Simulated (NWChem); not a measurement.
All runs are NWChem calculations. System: OPb, charge 1, spin multiplicity 2, at the geometry of a parent with another charge or spin, in a state set for the comparison that need not be this species' ground state. Its SCF solution wasn't tested for a lower state.

Input file:

```
start mol
memory heap 200 mb stack 900 mb global 1100 mb
charge 1
geometry units angstroms nocenter noautoz noautosym
  Pb     0.000000     0.000000     0.174633
  O      0.000000     0.000000    -1.789987
end
basis spherical
  * library x2c-svpall-2c
end
relativistic
  zora on
end
dft
  xc b3lyp
  odft
  mult 2
  semidirect memsize 60000000 filesize 0
  iterations 100
  grid fine
end
task sodft energy
```

The output up to the point where the run's verdict is printed (cleaned and shortened):

```
             Northwest Computational Chemistry Package (NWChem) 7.3.0
             --------------------------------------------------------

                                NWChem Input Module
                                -------------------

 Scaling coordinates for geometry "geometry" by  1.889725989
 (inverse scale =  0.529177249)

                             Geometry "geometry" -> ""
                             -------------------------

 Output coordinates in angstroms (scale by  1.889725989 to convert to a.u.)

  No.       Tag          Charge          X              Y              Z
 ---- ---------------- ---------- -------------- -------------- --------------
    1 Pb                  82.0000     0.00000000     0.00000000     0.17463300
    2 O                    8.0000     0.00000000     0.00000000    -1.78998700

 Effective nuclear repulsion energy (a.u.)     176.6958879294

            Nuclear Dipole moment (a.u.)
            ----------------------------
        X                 Y               Z
 ---------------- ---------------- ----------------
     0.0000000000     0.0000000000     0.0000188973


 Summary of "ao basis" -> "" (spherical)
 ------------------------------------------------------------------------------
       Tag                 Description            Shells   Functions and Types
 ---------------- ------------------------------  ------  ---------------------
 *                       x2c-svpall-2c                on all atoms

                                 NWChem DFT Module
                                 -----------------

 Summary of "ao basis" -> "ao basis" (spherical)
 ------------------------------------------------------------------------------
       Tag                 Description            Shells   Functions and Types
 ---------------- ------------------------------  ------  ---------------------
 Pb                      x2c-svpall-2c              27       89   7s11p7d2f
 O                       x2c-svpall-2c               6       14   3s2p1d

 Summary of "ao basis" -> "ao basis" (spherical)
 ------------------------------------------------------------------------------
[...]
 d= 0,ls=0.0,diis    75 -21706.7242994282 -2.35D-04  1.15D-03  5.88D-05    50.6
                                                     1.81D-03  5.88D-05
 d= 0,ls=0.0,diis    76 -21706.7227547106  1.54D-03  3.44D-04  3.28D-04    51.1
                                                     5.37D-04  3.28D-04
 d= 0,ls=0.0,diis    77 -21706.7233501782 -5.95D-04  5.71D-05  1.18D-04    51.5
                                                     1.29D-04  1.18D-04
 d= 0,ls=0.0,diis    78 -21706.7232934019  5.68D-05  2.37D-05  1.44D-04    52.0
                                                     4.19D-05  1.44D-04
 d= 0,ls=0.0,diis    79 -21706.7233216233 -2.82D-05  1.94D-04  1.43D-04    52.5
                                                     3.29D-04  1.43D-04
 d= 0,ls=0.0,diis    80 -21706.7235947814 -2.73D-04  6.26D-05  9.11D-05    52.9
                                                     1.31D-04  9.11D-05
 d= 0,ls=0.0,diis    81 -21706.7236795748 -8.48D-05  9.78D-05  7.94D-05    53.3
                                                     1.77D-04  7.94D-05
 d= 0,ls=0.0,diis    82 -21706.7237630029 -8.34D-05  1.44D-04  7.07D-05    53.8
                                                     1.36D-04  7.07D-05
 d= 0,ls=0.0,diis    83 -21706.7237924370 -2.94D-05  1.90D-04  6.54D-05    54.2
                                                     1.30D-04  6.54D-05
 d= 0,ls=0.0,diis    84 -21706.7237326821  5.98D-05  9.03D-05  7.61D-05    54.7
                                                     4.25D-05  7.61D-05
 d= 0,ls=0.0,diis    85 -21706.7237515888 -1.89D-05  2.70D-04  7.30D-05    55.1
                                                     4.60D-04  7.30D-05
 d= 0,ls=0.0,diis    86 -21706.7239021970 -1.51D-04  4.33D-04  7.24D-05    55.5
                                                     6.78D-04  7.24D-05
 d= 0,ls=0.0,diis    87 -21706.7243850074 -4.83D-04  6.51D-04  5.89D-05    56.0
                                                     5.55D-04  5.89D-05
 d= 0,ls=0.0,diis    88 -21706.7241592858  2.26D-04  5.33D-05  5.47D-05    56.4
                                                     5.84D-05  5.47D-05
 d= 0,ls=0.0,diis    89 -21706.7241467402  1.25D-05  3.60D-04  5.88D-05    56.9
                                                     2.48D-04  5.88D-05
 d= 0,ls=0.0,diis    90 -21706.7240454085  1.01D-04  8.89D-04  5.94D-05    57.3
                                                     4.87D-04  5.94D-05
 d= 0,ls=0.0,diis    91 -21706.7242592353 -2.14D-04  6.01D-04  6.31D-05    57.7
                                                     3.01D-04  6.31D-05
 d= 0,ls=0.0,diis    92 -21706.7241693526  8.99D-05  8.07D-04  3.77D-05    58.2
                                                     2.99D-04  3.77D-05
 d= 0,ls=0.0,diis    93 -21706.7241363580  3.30D-05  2.65D-04  1.67D-04    58.6
                                                     1.97D-04  1.67D-04
 d= 0,ls=0.0,diis    94 -21706.7241306032  5.75D-06  2.70D-04  2.55D-04    59.0
                                                     3.31D-04  2.55D-04
 d= 0,ls=0.0,diis    95 -21706.7243112901 -1.81D-04  2.35D-04  3.54D-04    59.5
                                                     3.24D-04  3.54D-04
 d= 0,ls=0.0,diis    96 -21706.7238785044  4.33D-04  1.34D-04  6.18D-04    59.9
                                                     2.16D-04  6.18D-04
 d= 0,ls=0.0,diis    97 -21706.7236031396  2.75D-04  6.32D-05  7.99D-04    60.3
                                                     1.59D-04  7.99D-04
 d= 0,ls=0.0,diis    98 -21706.7236592568 -5.61D-05  7.72D-05  8.38D-04    60.8
                                                     2.00D-04  8.38D-04
 d= 0,ls=0.0,diis    99 -21706.7234879018  1.71D-04  2.30D-04  9.99D-04    61.2
                                                     2.73D-04  9.99D-04
 d= 0,ls=0.0,diis   100 -21706.7236580875 -1.70D-04  1.64D-04  6.13D-04    61.6
                                                     1.95D-04  6.13D-04
```

The run did not converge; its last values are not results. The next line reads: Calculation failed to converge. NWChem stopped with the message: sodft energy failed.
